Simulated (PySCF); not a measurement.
# Correlation energy of Re²⁺ (rhenium, charge +2)

[Xe] 4f14 5d4 6s1, high-spin 6D determinant (an excited configuration). Computed with PySCF 2.14 in aug-cc-pVTZ-PP with ECP60MDF (6s6p5d3f2g, 88 functions), with scalar relativity through the core potential. Frozen: 5s2 5p6; 5 electrons correlated.

```json
{"level": "CCSD", "correlation energy (mhartree)": "-57.01"}
{"level": "(T)", "correlation energy (mhartree)": "-0.85"}
{"level": "CCSD(T)", "correlation energy (mhartree)": "-57.86"}
```

Diagnostics: T1 = 0.0030, D1 = 0.0089, largest double amplitude 0.020.

Spin-orbit coupling, absent here, splits the open shell strongly.

Cost of the coupled-cluster step: about 13 core-seconds, for 5 correlated electrons.

Iterations:

```
CC2 = 0
CCSD nocc = (np.int64(5), np.int64(0)), nmo = (84, 84)
frozen orbitals [[0, 1, 2, 3], [0, 1, 2, 3]]
max_cycle = 100
direct = 0
conv_tol = 1e-08
conv_tol_normt = 1e-06
diis_space = 8
diis_start_cycle = 0
Init t2, MP2 energy = -0.050738935791212
Init E_corr(UCCSD) = -0.0507389357912866
cycle = 1  E_corr(UCCSD) = -0.0560906510971208  dE = -0.00535171531  norm(t1,t2) = 0.0184522
cycle = 2  E_corr(UCCSD) = -0.0568100972903075  dE = -0.000719446193  norm(t1,t2) = 0.0049039
cycle = 3  E_corr(UCCSD) = -0.0570274306626196  dE = -0.000217333372  norm(t1,t2) = 0.00181993
cycle = 4  E_corr(UCCSD) = -0.0570132335943942  dE = 1.41970682e-05  norm(t1,t2) = 0.000264709
cycle = 5  E_corr(UCCSD) = -0.0570147468542604  dE = -1.51325987e-06  norm(t1,t2) = 6.43804e-05
cycle = 6  E_corr(UCCSD) = -0.057014703533516  dE = 4.33207443e-08  norm(t1,t2) = 1.13619e-05
cycle = 7  E_corr(UCCSD) = -0.057014705506717  dE = -1.97320093e-09  norm(t1,t2) = 1.97983e-06
cycle = 8  E_corr(UCCSD) = -0.0570146972407505  dE = 8.26596644e-09  norm(t1,t2) = 3.51376e-07
UCCSD converged
E(UCCSD) = -77.00036935539455  E_corr = -0.05701469724075053
UCCSD(T) correction = -0.000850935788943703
```
